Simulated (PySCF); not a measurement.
Ionisation energy of Ta⁺ by level of theory

Ta⁺ [Xe] 4f14 5d3 6s1 (5F) → Ta²⁺ [Xe] 4f14 5d3 (4F), as a difference of total energies. Computed with PySCF 2.14 in aug-cc-pVDZ-PP with ECP60MDF, with a scalar-relativistic core potential. Correlated levels: valence: 5s2 5p6 frozen. The calculations carry no spin-orbit coupling.

```tsv
method	ionisation energy (eV)
UHF	14.176
PBE	15.426
BP86	15.528
MP2 (valence)	14.490
SCS-MP2 (valence)	14.281
```

Task: How much does correlation contribute at MP2 (valence)?

Result: 14.490 − (14.176) = 0.314 eV, measured against UHF.

The reference lies between the lowest fine-structure levels, while these numbers refer to the centres of the terms.

Errors of the correlated levels include the incompleteness of this basis and the frozen core.

For comparison: 16.2 ± 0.5 eV (semi-empirical (NIST evaluation); NIST Atomic Spectra Database, ionization energies).
